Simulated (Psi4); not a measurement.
Job for Psi4: SAPT0/jun-cc-pV(D+d)Z on C2H7ClO (a complex), monomers drawn apart or pushed together.

```
memory 2025 MB

molecule dimer {
0 1
Cl   -0.42479100    0.48822500    0.35487020
H    -1.11214659    0.83490298   -0.67175917
--
0 1
C    -0.27013255   -1.15269634    3.18449615
O     0.67902874   -0.17113342    2.83056974
C     0.43412853    1.06746291    3.45949072
H    -1.28437477   -0.85018914    2.89440707
H    -0.25811349   -1.34793302    4.26492205
H    -0.00733251   -2.06614428    2.65345952
H    -0.54870450    1.46887180    3.18154807
H     1.20627262    1.75951982    3.12737193
H     0.47878143    0.97544011    4.55270512
units angstrom
symmetry c1
no_reorient
no_com
}

set {
  basis jun-cc-pV(D+d)Z
  scf_type df
  freeze_core true
}

energy('sapt0')
```

The log:

```
[...]
==> Input File <==

--------------------------------------------------------------------------
memory 2025 MB

molecule dimer {
0 1
Cl   -0.42479100    0.48822500    0.35487020
H    -1.11214659    0.83490298   -0.67175917
--
0 1
C    -0.27013255   -1.15269634    3.18449615
O     0.67902874   -0.17113342    2.83056974
C     0.43412853    1.06746291    3.45949072
H    -1.28437477   -0.85018914    2.89440707
H    -0.25811349   -1.34793302    4.26492205
H    -0.00733251   -2.06614428    2.65345952
H    -0.54870450    1.46887180    3.18154807
H     1.20627262    1.75951982    3.12737193
H     0.47878143    0.97544011    4.55270512
units angstrom
symmetry c1
no_reorient
no_com
}

set {
  basis jun-cc-pV(D+d)Z
  scf_type df
  freeze_core true
}

energy('sapt0')
--------------------------------------------------------------------------


   => Loading Basis Set <=

    Name: JUN-CC-PV(D+D)Z
    Role: ORBITAL
    Keyword: BASIS
    atoms 1       entry CL         line   764 file jun-cc-pv_dpd_z.gbs
    atoms 2, 6-11 entry H          line    60 file jun-cc-pv_dpd_z.gbs
    atoms 3, 5    entry C          line   188 file jun-cc-pv_dpd_z.gbs
    atoms 4       entry O          line   256 file jun-cc-pv_dpd_z.gbs

   => Loading Basis Set <=

    Name: JUN-CC-PV(D+D)Z
    Role: ORBITAL
    Keyword: BASIS
    atoms 1       entry CL         line   764 file jun-cc-pv_dpd_z.gbs
    atoms 2, 6-11 entry H          line    60 file jun-cc-pv_dpd_z.gbs
    atoms 3, 5    entry C          line   188 file jun-cc-pv_dpd_z.gbs
    atoms 4       entry O          line   256 file jun-cc-pv_dpd_z.gbs


  //>>>>>>>>>>>>>>>>>>>>>>>>>>>>>>>>>>>//
  //              Dimer HF             //
  //<<<<<<<<<<<<<<<<<<<<<<<<<<<<<<<<<<<//

   => Libint2 <=

    Primary   basis highest AM E, G, H:  7, 6, 3
    Auxiliary basis highest AM E, G, H:  7, 7, 4
    Onebody   basis highest AM E, G, H:  -, -, -
    Solid Harmonics ordering:            Gaussian


   => Loading Basis Set <=

    Name: JUN-CC-PV(D+D)Z
    Role: ORBITAL
    Keyword: BASIS
    atoms 1       entry CL         line   764 file jun-cc-pv_dpd_z.gbs
    atoms 2, 6-11 entry H          line    60 file jun-cc-pv_dpd_z.gbs
    atoms 3, 5    entry C          line   188 file jun-cc-pv_dpd_z.gbs
    atoms 4       entry O          line   256 file jun-cc-pv_dpd_z.gbs


         ---------------------------------------------------------
                                   SCF
               by Justin Turney, Rob Parrish, Andy Simmonett
                          and Daniel G. A. Smith
                              RHF Reference
                        1 Threads,   1931 MiB Core
         ---------------------------------------------------------

  ==> Geometry <==

    Molecular point group: c1
    Full point group: C1

    Geometry (in Angstrom), charge = 0, multiplicity = 1:

       Center              X                  Y                   Z               Mass
    ------------   -----------------  -----------------  -----------------  -----------------
         CL          -0.424791000000     0.488225000000     0.354870200000    34.968852682000
         H           -1.112146590000     0.834902980000    -0.671759170000     1.007825032230
         C           -0.270132550000    -1.152696340000     3.184496150000    12.000000000000
         O            0.679028740000    -0.171133420000     2.830569740000    15.994914619570
         C            0.434128530000     1.067462910000     3.459490720000    12.000000000000
         H           -1.284374770000    -0.850189140000     2.894407070000     1.007825032230
         H           -0.258113490000    -1.347933020000     4.264922050000     1.007825032230
         H           -0.007332510000    -2.066144280000     2.653459520000     1.007825032230
         H           -0.548704500000     1.468871800000     3.181548070000     1.007825032230
         H            1.206272620000     1.759519820000     3.127371930000     1.007825032230
         H            0.478781430000     0.975440110000     4.552705120000     1.007825032230

  Running in c1 symmetry.

  Rotational constants: A =      0.23546  B =      0.03407  C =      0.03193 [cm^-1]
  Rotational constants: A =   7058.77896  B =   1021.50664  C =    957.11464 [MHz]
  Nuclear repulsion =  168.237060337331997

  Charge       = 0
  Multiplicity = 1
  Electrons    = 44
  Nalpha       = 22
  Nbeta        = 22

  ==> Algorithm <==

  SCF Algorithm Type is DF.
  DIIS enabled.
  MOM disabled.
  Fractional occupation disabled.
  Guess Type is SAD.
  Energy threshold   = 1.00e-08
  Density threshold  = 1.00e-08
  Integral threshold = 1.00e-12

  ==> Primary Basis <==

  Basis Set: JUN-CC-PV(D+D)Z
    Blend: JUN-CC-PV(D+D)Z
    Number of shells: 56
    Number of basis functions: 116
    Number of Cartesian functions: 121
    Spherical Harmonics?: true
    Max angular momentum: 2

   => Loading Basis Set <=

    Name: (JUN-CC-PV(D+D)Z AUX)
    Role: JKFIT
    Keyword: DF_BASIS_SCF
    atoms 1       entry CL         
[...]
RHF Final Energy:  -154.08182809090215

   => Energetics <=

    Nuclear Repulsion Energy =             83.9105299300260583
    One-Electron Energy =                -375.4406494510927814
    Two-Electron Energy =                 137.4482914301645451
    Total Energy =                       -154.0818280909021496

Computation Completed


Properties will be evaluated at   0.000000,   0.000000,   0.000000 [a0]

Properties computed using the SCF density matrix


 Multipole Moments:

 ------------------------------------------------------------------------------------
     Multipole            Electronic (a.u.)      Nuclear  (a.u.)        Total (a.u.)
 ------------------------------------------------------------------------------------

 L = 1.  Multiply by 2.5417464519 to convert [e a0] to [Debye]
 Dipole X            :        -11.8252123           11.3435244           -0.4816880
 Dipole Y            :          3.7715383           -3.6677744            0.1037639
 Dipole Z            :       -156.7970319          157.1928859            0.3958540
 Magnitude           :                                                    0.6320527

 ------------------------------------------------------------------------------------

  Constructing Basis Sets for SAPT...

   => Loading Basis Set <=

    Name: (JUN-CC-PV(D+D)Z AUX)
    Role: RIFIT
    Keyword: DF_BASIS_SAPT
    atoms 1       entry CL         line   544 file jun-cc-pvdz-ri.gbs
    atoms 2, 6-11 entry H          line    30 file jun-cc-pvdz-ri.gbs
    atoms 3, 5    entry C          line   100 file jun-cc-pvdz-ri.gbs
    atoms 4       entry O          line   188 file jun-cc-pvdz-ri.gbs

   => Loading Basis Set <=

    Name: (JUN-CC-PV(D+D)Z AUX)
    Role: JKFIT
    Keyword: DF_BASIS_ELST
    atoms 1       entry CL         line   746 file jun-cc-pvdz-jkfit.gbs
    atoms 2, 6-11 entry H          line    70 file jun-cc-pvdz-jkfit.gbs
    atoms 3, 5    entry C          line   146 file jun-cc-pvdz-jkfit.gbs
    atoms 4       entry O          line   258 file jun-cc-pvdz-jkfit.gbs


  //>>>>>>>>>>>>>>>>>>>>>>>>>>>>>>>>>>>//
  //               SAPT0               //
  //<<<<<<<<<<<<<<<<<<<<<<<<<<<<<<<<<<<//



        SAPT0
    Ed Hohenstein
     6 June 2009

      Orbital Information
  --------------------------
    NSO        =       116
    NMO        =       116
    NRI        =       378
    NRI (Elst) =       519
    NOCC A     =         9
    NOCC B     =        13
    FOCC A     =         5
    FOCC B     =         3
    NVIR A     =       107
    NVIR B     =       103

    Elst10,r            =    -0.007189855821 [Eh]
    Exch10              =     0.013352661244 [Eh]
    Exch10 (S^2)        =     0.013278130466 [Eh]

    Maxiter = 50
    CPHF R converge = 1.000000E-08

    Iter     Energy [mEh]          dE [mEh]         Residual      Time [s]
       1      -1.82164669       1.821646690     7.259581e-03             0
       2      -2.08692415       0.265277461     2.567685e-03             0
       3      -2.15720623       0.070282078     3.763854e-04             0
       4      -2.14723953      -0.009966698     8.443230e-05             0
       5      -2.14806557       0.000826041     3.295866e-05             0
       6      -2.14818881       0.000123241     7.859736e-06             0
       7      -2.14810560      -0.000083208     1.035496e-06             0
       8      -2.14811361       0.000008005     1.706726e-07             0
       9      -2.14811291      -0.000000700     3.992778e-08             0
      10      -2.14811290      -0.000000013     8.352473e-09             0

    CHF Iterations converged

    Maxiter = 50
    CPHF R converge = 1.000000E-08

    Iter     Energy [mEh]          dE [mEh]         Residual      Time [s]
       1      -3.75293699       3.752936989     9.028350e-03             0
       2      -4.64115065       0.888213663     2.438874e-03             0
       3      -4.64485933       0.003708675     1.004360e-03             0
       4      -4.61922190      -0.025637427     1.967307e-04             0
       5      -4.62119510       0.001973203     5.709954e-05             0
       6      -4.62198367       0.000788566     1.242113e-05             1
       7      -4.62181131      -0.000172360     2.453106e-06             1
       8      -4.62182353       0.000012218     6.343027e-07             1
       9      -4.62182638       0.000002854     1.352450e-07             1
      10      -4.62182517      -0.000001213     2.550903e-08             1
      11      -4.62182533       0.000000158     3.850144e-09             1

    CHF Iterations converged

    Ind20,r (A<-B)      =    -0.002148112896 [Eh]
    Ind20,r (B<-A)      =    -0.004621825327 [Eh]
    Ind20,r             =    -0.006769938223 [Eh]
    Exch-Ind20,r (A<-B) =     0.001835836248 [Eh]
    Exch-Ind20,r (B<-A) =     0.004290144218 [Eh]
    Exch-Ind20,r        =     0.006125980467 [Eh]
    Disp20              =    -0.005124398816 [Eh]
    Disp20 (SS)         =    -0.002562199408 [Eh]
    Disp20 (OS)         =    -0.002562199408 [Eh]
    Exch-Disp20         =     0.000860823431 [Eh]
    Exch-Disp20 (SS)    =     0.000425519624 [Eh]
    Exch-Disp20 (OS)    =     0.000435303806 [Eh]

    SAPT Results
  --------------------------------------------------------------------------------------------------------
    Electrostatics                 -7.18985582 [mEh]      -4.51170264 [kcal/mol]     -18.87696386 [kJ/mol]
      Elst10,r                     -7.18985582 [mEh]      -4.51170264 [kcal/mol]     -18.87696386 [kJ/mol]

    Exchange                       13.35266124 [mEh]       8.37892143 [kcal/mol]      35.05740727 [kJ/mol]
      Exch10                       13.35266124 [mEh]       8.37892143 [kcal/mol]      35.05740727 [kJ/mol]
      Exch10(S^2)                  13.27813047 [mEh]       8.33215266 [kcal/mol]      34.86172674 [kJ/mol]

    Induction                      -1.71959039 [mEh]      -1.07905926 [kcal/mol]      -4.51478395 [kJ/mol]
      Ind20,r                      -6.76993822 [mEh]      -4.24820037 [kcal/mol]     -17.77447036 [kJ/mol]
      Exch-Ind20,r                  6.12598047 [mEh]       3.84411078 [kcal/mol]      16.08375950 [kJ/mol]
      delta HF,r (2)               -1.07563263 [mEh]      -0.67496967 [kcal/mol]      -2.82407309 [kJ/mol]

    Dispersion                     -4.26357539 [mEh]      -2.67543395 [kcal/mol]     -11.19401563 [kJ/mol]
      Disp20                       -5.12439882 [mEh]      -3.21560880 [kcal/mol]     -13.45410724 [kJ/mol]
      Exch-Disp20                   0.86082343 [mEh]       0.54017486 [kcal/mol]       2.26009161 [kJ/mol]
      Disp20 (SS)                  -2.56219941 [mEh]      -1.60780440 [kcal/mol]      -6.72705362 [kJ/mol]
      Disp20 (OS)                  -2.56219941 [mEh]      -1.60780440 [kcal/mol]      -6.72705362 [kJ/mol]
      Exch-Disp20 (SS)              0.42551962 [mEh]       0.26701760 [kcal/mol]       1.11720162 [kJ/mol]
      Exch-Disp20 (OS)              0.43530381 [mEh]       0.27315726 [kcal/mol]       1.14288999 [kJ/mol]

  Total HF                          4.44321503 [mEh]       2.78815953 [kcal/mol]      11.66565946 [kJ/mol]
  Total SAPT0                       0.17963965 [mEh]       0.11272558 [kcal/mol]       0.47164383 [kJ/mol]

  Special recipe for scaled SAPT0 (see Manual):
    Electrostatics sSAPT0          -7.18985582 [mEh]      -4.51170264 [kcal/mol]     -18.87696386 [kJ/mol]
    Exchange sSAPT0                13.35266124 [mEh]       8.37892143 [kcal/mol]      35.05740727 [kJ/mol]
    Induction sSAPT0               -1.61585403 [mEh]      -1.01396371 [kcal/mol]      -4.24242416 [kJ/mol]
    Dispersion sSAPT0              -4.24899834 [mEh]      -2.66628671 [kcal/mol]     -11.15574361 [kJ/mol]
  Total sSAPT0                      0.29795306 [mEh]       0.18696837 [kcal/mol]       0.78227564 [kJ/mol]
  --------------------------------------------------------------------------------------------------------



*** Psi4 exiting successfully. Buy a developer a beer!
```

The run finished.

Cost: very roughly 13 core-seconds.
